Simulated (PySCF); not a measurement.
## Potential energy of LiTe along the bond

Set-up: Li def2-SVP, Te def2-SVP with ECP28; scalar-relativistic core potentials (PySCF 2.14). Energies in eV from Li + Te in their ground configurations at the same level. All curves are PBE0. state 1: ²Π (doublet), unpaired electrons π ↑; state 2: ²Σ⁺ (doublet), unpaired electrons σ ↑, a second solution, started from another occupation; state 3: ⁴Σ⁻ (quartet), unpaired electrons σ ↑, π ↑↑, a second solution, started from another occupation.

| R (Å) | state 1 | state 2 | state 3 |
| --- | --- | --- | --- |
| 2.136 | -2.102 | -1.524 | 1.0364 |
| 2.236 | -2.358 | -1.678 | 0.6607 |
| 2.335 | -2.500 | -1.747 | 0.3972 |
| 2.409 | -2.551 | -1.757 | 0.2541 |
| 2.484 | -2.565 | -1.741 | 0.1462 |
| 2.558 | -2.551 | -1.704 | 0.0655 |
| 2.658 | -2.498 | -1.632 | -0.0102 |
| 2.782 | -2.394 | -1.517 | -0.0689 |
| 2.931 | -2.234 | -1.356 | -0.1056 |
| 3.130 | -1.990 | -1.125 | -0.1225 |

Put a parabola through the three lowest points of the state 1 curve and estimate Re, k and ωe (reduced mass 6.656 u; 1 eV/Å² = 0.16022 mdyn/Å; ωe = 1302.8·√(k/μ) cm⁻¹).

Through R = 2.409, 2.484, 2.558 Å the second-order coefficient is 2.52 eV/Å², so Re ≈ 2.483 Å, k ≈ 0.808 mdyn/Å and ωe ≈ 454 cm⁻¹. A polynomial fit of higher order to the unrounded PBE0 energies gives Re = 2.481 Å, k = 0.827 mdyn/Å, ωe = 459 cm⁻¹; anharmonicity and rounding make the difference.

The higher-order fit for each curve: state 1: Re = 2.481 Å, ωe = 459 cm⁻¹, De = 2.56 eV; state 2: Re = 2.398 Å, ωe = 448 cm⁻¹, minimum 1.76 eV below the ground-state fragments; state 3: Re = 3.198 Å, ωe = 117 cm⁻¹, minimum 0.123 eV below the ground-state fragments.

Spin–orbit coupling is left out, which matters for elements this heavy, above all for dissociation energies. Counting both spins, an empty level lies below a filled one in some of these solutions, because spin and occupation are held. The state is the lowest determinant that a PBE0 search found; another state may lie lower at other levels.
